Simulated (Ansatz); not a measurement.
Consider the formal exchange of groups at the Si–C bond: `C=C=C(O)[SiH2]O` + dichlorosilane → `O[SiH2][SiH](Cl)Cl` + `C=C=CO`.

Calculated with Ansatz (gas phase, PBE0-D4/def2-TZVP geometries, no zero-point term in ΔE). CCSD(T)/CBS is the MP2 limit (def2-TZVPP, def2-QZVPP) plus CCSD(T) − MP2 in def2-TZVPP, frozen cores. DFT in def2-TZVPP. One conformer a species, not always the lowest.

`C=C=C(O)[SiH2]O`:

Cartesian coordinates in Å:
```
C -0.917 -1.947 1.240
C -0.639 -0.774 0.746
C -0.312 0.376 0.220
O -1.046 1.535 0.338
Si 1.273 0.564 -0.759
O 0.980 1.111 -2.282
H -0.566 -2.247 2.224
H -1.511 -2.670 0.688
H -1.836 1.356 0.861
H 2.152 1.512 -0.022
H 1.905 -0.765 -0.889
H 0.518 1.948 -2.364
```

`Cl[SiH2]Cl`:

Z-matrix (Å, degrees):
```
Si
Cl 1 2.040
Cl 1 2.040 2 110.1
H 1 1.476 2 108.5 3 -118.6
H 1 1.476 2 108.5 3 118.6
```

`O[SiH2][SiH](Cl)Cl`:

Cartesian coordinates in Å:
```
O 0.642 1.697 1.037
Si 0.077 0.150 1.092
Si 0.027 -0.752 -1.074
Cl -1.124 -2.451 -1.102
Cl -0.845 0.691 -2.266
H 0.210 2.300 0.429
H 1.002 -0.606 1.969
H -1.311 0.063 1.622
H 1.322 -1.092 -1.705
```

`C=C=CO`:

Cartesian coordinates in Å:
```
C -0.429 -1.271 0.778
C -0.273 -0.184 0.079
C -0.127 0.905 -0.624
O 1.041 1.561 -0.872
H -0.375 -2.257 0.321
H -0.623 -1.239 1.848
H -0.974 1.397 -1.090
H 1.758 1.087 -0.439
```

CCSD(T)/CBS gives +17.9 kJ/mol.

Question: Another level gave +24.6 kJ/mol. Which?
A. r2SCAN/def2-TZVPP
B. B2PLYP/def2-TZVPP
C. PBE0-D4/def2-TZVPP
D. HF/def2-TZVPP

Answer: D. HF/def2-TZVPP 24.6, PBE0-D4 6.6, B2PLYP 20.1, r2SCAN 13.6 kJ/mol.

Largest T1 diagnostic among the species: 0.013.

From PBE to PBE0 (25 % exact exchange), in def2-TZVPP and without D4, ΔE moves by +3.8 kJ/mol.
